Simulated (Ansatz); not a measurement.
B₇N₆⁺. The state is a singlet with charge 1. Geometry PBE-D4/def2-SVP.

```xyz
13

B    -0.725   -2.263    1.413
B     1.695    0.693   -0.670
B    -1.515    4.044   -2.092
B     2.439   -0.623   -0.060
B     1.534   -2.451    1.119
B    -0.739    1.777   -0.878
B    -1.783   -0.260    0.474
N     0.661    1.398   -0.892
N    -1.269    2.955   -1.489
N     0.408   -2.950    1.595
N    -1.547    0.854   -0.194
N     2.550   -1.757    0.554
N    -1.709   -1.420    1.120
```

The restricted singlet is unstable towards broken spin symmetry in Hartree–Fock (as tested in another run); at HF/STO-3G, PBE-D4/def2-TZVP, r2SCAN-D4/def2-TZVP, r2SCANh-D4/def2-TZVP and others this wasn't settled. Another isomer (singlet) lies 5.97 eV lower at PBE0-D4/def2-TZVP; other spin states weren't run for this one.

**Question.** Estimate the orbital energies around the gap (eV) in Ansatz with HF/STO-3G, PBE-D4/def2-TZVP, r2SCAN-D4/def2-TZVP, r2SCANh-D4/def2-TZVP, PBE0-D4/def2-TZVP.

**Answer.** 
```tsv
orbital	HF/STO-3G	PBE-D4/def2-TZVP	r2SCAN-D4/def2-TZVP	r2SCANh-D4/def2-TZVP	PBE0-D4/def2-TZVP
HOMO−9	-16.44	-13.62	-13.92	-14.44	-15.03
HOMO−8	-15.94	-13.41	-13.70	-14.15	-14.63
HOMO−7	-14.98	-13.18	-13.46	-13.93	-14.45
HOMO−6	-14.95	-12.71	-12.98	-13.42	-13.90
HOMO−5	-14.43	-12.07	-12.32	-12.83	-13.44
HOMO−4	-13.95	-11.99	-12.24	-12.76	-13.42
HOMO−3	-12.64	-11.86	-12.10	-12.53	-13.01
HOMO−2	-12.58	-11.74	-11.99	-12.44	-12.92
HOMO−1	-10.98	-11.12	-11.33	-11.74	-12.18
HOMO	-10.45	-11.01	-11.17	-11.45	-11.74
LUMO	-6.57	-10.88	-11.00	-10.93	-10.72
LUMO+1	0.24	-7.62	-7.48	-7.16	-6.76
LUMO+2	1.44	-7.33	-7.16	-6.81	-6.39
LUMO+3	1.72	-6.30	-5.93	-5.61	-5.37
LUMO+4	2.12	-5.42	-5.02	-4.63	-4.30
LUMO+5	3.61	-5.04	-4.54	-4.22	-4.09
```
